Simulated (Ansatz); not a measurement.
C9H20, SMILES `CCC(C(C)C)C(C)C`, relaxed with RKS PBE0-D4/def2-TZVP in Ansatz 0.2.0 from a PBE-D4/def2-SVP geometry. The force threshold is 0.005 eV/Å; the program also tests the step.

Charge 0, multiplicity 1.

Start:

```xyz
29

C     2.443    1.135   -0.328
C     0.915    1.216   -0.347
C     0.200   -0.118    0.012
C    -0.504   -0.035    1.396
C    -1.289   -1.304    1.754
C     0.503    0.277    2.514
C    -0.725   -0.621   -1.132
C     0.066   -0.917   -2.414
C    -1.909    0.315   -1.414
H     2.812    0.382   -1.055
H     2.910    2.107   -0.588
H     2.823    0.838    0.671
H     0.591    1.562   -1.351
H     0.577    2.019    0.344
H     0.988   -0.902    0.120
H    -1.227    0.813    1.351
H    -2.144   -1.487    1.074
H    -1.697   -1.235    2.783
H    -0.633   -2.200    1.718
H     1.248   -0.541    2.613
H    -0.009    0.380    3.493
H     1.061    1.217    2.333
H    -1.145   -1.594   -0.797
H     0.504    0.002   -2.857
H    -0.589   -1.369   -3.188
H     0.899   -1.623   -2.221
H    -1.567    1.316   -1.752
H    -2.544    0.466   -0.517
H    -2.556   -0.097   -2.215
```

By how much does the energy fall, and how many steps does the optimiser take? (Best estimate.)

Computed: 0.11 eV, in 6 steps.

Which bonds change most? (Estimate.)

Computed: C2–H13 from 1.110 to 1.093 Å; C4–H16 from 1.115 to 1.098 Å; C9–H27 from 1.110 to 1.094 Å; C2–H14 from 1.111 to 1.095 Å.

Give the relaxed structure. (Best estimate.)

Ansatz gave: 
```xyz
29

C     2.420    1.122   -0.335
C     0.903    1.207   -0.346
C     0.202   -0.118    0.015
C    -0.502   -0.025    1.380
C    -1.291   -1.279    1.735
C     0.499    0.268    2.491
C    -0.711   -0.624   -1.115
C     0.076   -0.895   -2.391
C    -1.892    0.296   -1.392
H     2.774    0.385   -1.061
H     2.879    2.082   -0.584
H     2.795    0.817    0.646
H     0.582    1.541   -1.336
H     0.576    1.995    0.340
H     0.984   -0.885    0.130
H    -1.206    0.818    1.335
H    -2.138   -1.447    1.068
H    -1.685   -1.207    2.752
H    -0.650   -2.166    1.693
H     1.215   -0.555    2.588
H    -0.009    0.380    3.452
H     1.067    1.182    2.310
H    -1.114   -1.589   -0.790
H     0.492    0.021   -2.818
H    -0.566   -1.345   -3.153
H     0.906   -1.582   -2.204
H    -1.562    1.285   -1.721
H    -2.519    0.435   -0.507
H    -2.524   -0.116   -2.183
```
